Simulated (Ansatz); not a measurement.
`CC(=N)CI` + SiH₄ → `N=C([SiH3])CI` + CH₄  (formal exchange of groups at a C–C bond)

Program: Ansatz. Geometries: PBE0-D4/def2-TZVP. ΔE: electronic, gas phase. CBS: MP2 limit from def2 TZ/QZ plus the TZ coupled-cluster correction, frozen cores. This one scheme is used for every species. def2 core potentials past Kr. For I outer-core shells are correlated without core-valence functions, which leaves a few kJ/mol of doubt a bond. One conformer a species, not always the lowest.

`CC(=N)CI`:

Cartesian coordinates in Å:
```
C 0.522 0.188 1.149
C 0.171 -0.393 -0.187
N 0.475 -1.552 -0.601
C -0.579 0.485 -1.137
I -2.608 0.783 -0.484
H 1.150 1.075 1.022
H 1.057 -0.536 1.764
H -0.379 0.508 1.678
H 0.999 -2.064 0.110
H -0.645 0.018 -2.114
H -0.162 1.488 -1.201
```

SiH₄:

Cartesian coordinates in Å:
```
Si 0.000 0.000 0.000
H 0.689 -1.158 -0.622
H 0.739 0.420 1.217
H -1.384 -0.389 0.371
H -0.045 1.127 -0.966
```

`N=C([SiH3])CI`:

Z-matrix (Å, degrees):
```
Si
C 1 1.905
H 1 1.487 2 109.4
H 1 1.483 2 109.8 3 -120.1
H 1 1.482 2 108.0 3 119.7
C 2 1.495 1 120.4 3 20.6
N 2 1.270 1 115.9 3 -159.6
I 6 2.150 2 109.5 1 63.4
H 6 1.090 2 112.6 1 -178.1
H 6 1.089 2 112.4 1 -52.3
H 7 1.025 2 111.9 1 -178.2
```

CH₄:

Cartesian coordinates in Å:
```
C 0.000 0.000 0.000
H 1.011 0.326 0.241
H -0.711 0.767 0.306
H -0.218 -0.929 0.527
H -0.082 -0.164 -1.074
```

```
         level  ΔE (eV)
 HF/def2-TZVPP     0.05
MP2/def2-QZVPP    -0.10
  HF/CBS(def2)     0.05
CCSD/CBS(def2)    -0.07
```

Question: What does CCSD(T)/CBS give? (An estimate is asked.)

Answer: The calculation gave: -0.09 eV. The listed levels differ from it by 0.14, -0.01, 0.14, 0.02 eV.

Largest T1 diagnostic among the species: 0.011.

In def2-TZVPP, CCSD(T) changes the Hartree–Fock value by −0.11 eV (the triples alone add −0.02 eV) and MP2 by −0.13 eV. From PBE to PBE0 (25 % exact exchange), in def2-TZVPP and without D4, ΔE moves by +0.04 eV. The D4 term adds −0.05 eV with B3LYP and −0.03 eV with PBE0; it sums over pairs of atoms, weighted by their polarisabilities, and B3LYP, whose exchange is more repulsive, gets the larger term.

B3LYP here is the variant with VWN-RPA as its local correlation; programs differ in this.
